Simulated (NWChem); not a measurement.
# CH3ClGeO2; SMILES [OH][Ge@H]([CH]=O)[Cl]

```xyz
8

O      0.5016    -2.2762     0.6006
C      0.7471    -1.5184    -0.3009
Ge    -0.3941     0.1241    -0.4036
O     -1.5710    -0.1738     0.8706
Cl     0.9194     1.7691     0.1021
H      1.5967    -1.7091    -1.0063
H     -1.1219     0.4880    -1.6992
H     -1.2433    -0.8986     1.4247
```
Atoms are numbered in this order, from 1.

Structure relaxed at the PBE0/def2-SVP level.

Give the principal values of the shielding tensors (ppm) of O1, C2, Ge3, O4, Cl5 from BHandHLYP/pcSseg-1, GIAO (NWChem), with their diamagnetic and paramagnetic parts as GIAO splits them.


```tsv
atom	σ11	σ22	σ33	isotropic	diamagnetic	paramagnetic
O1	-1475.5	-564.1	408.2	-543.8	401.5	-945.3
C2	-151.2	-84.8	91.7	-48.1	252.0	-300.1
Ge3	1243.0	1420.5	1582.5	1415.3	2755.1	-1339.8
O4	268.8	290.5	371.7	310.4	393.8	-83.4
Cl5	785.0	976.9	1038.2	933.4	1148.2	-214.8
```
